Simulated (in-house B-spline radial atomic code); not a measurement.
# Ionising Se⁵⁺ with different functionals

Computed with a B-spline radial code for spherical atoms: four-component Dirac-Coulomb Hamiltonian, Fermi nucleus of rms radius 4.14 fm, spin-restricted, spherical fractional occupations for the functionals. The ionisation energy is the difference of two self-consistent energies, [Ar] 3d10 4s1 → [Ar] 3d10, without Breit or QED terms; ε is the level of the shell that loses the electron (mean over j).

Hybrids are left out here: with spherical fractional occupations of an open shell their exact exchange keeps a self-interaction that integer-occupation calculations don't have.

```csv
method,rung,ΔSCF (eV),-ε(4s) (eV)
LDA VWN5,LDA,82.92,76.01
relativistic LDA,LDA,82.84,75.93
LDA PW92,LDA,82.92,76.00
LDA exchange-only,LDA,81.49,74.53
PBE,GGA,82.67,75.52
PBEsol,GGA,82.35,75.38
BLYP,GGA,83.04,75.81
RPBE,GGA,?,?
PW91,GGA,82.77,75.61
BP86,GGA,?,?
AM05,GGA,82.23,75.35
OLYP,GGA,82.40,74.85
```

Question: What does RPBE give?

Answer: ΔSCF 82.48 eV, and -ε(4s) = 75.18 eV.

Question: What does BP86 give?

Answer: ΔSCF 82.36 eV, and -ε(4s) = 75.60 eV.

Question: How do they compare with the NIST value?

Answer: NIST lists 81.83 eV ± 0.03 (measured, ground level to ground level). Errors run from -0.34 to +1.21 eV; AM05 is closest (+0.40 eV), but part of that can be cancellation, since the calculations leave out Breit-QED terms, spin polarisation.
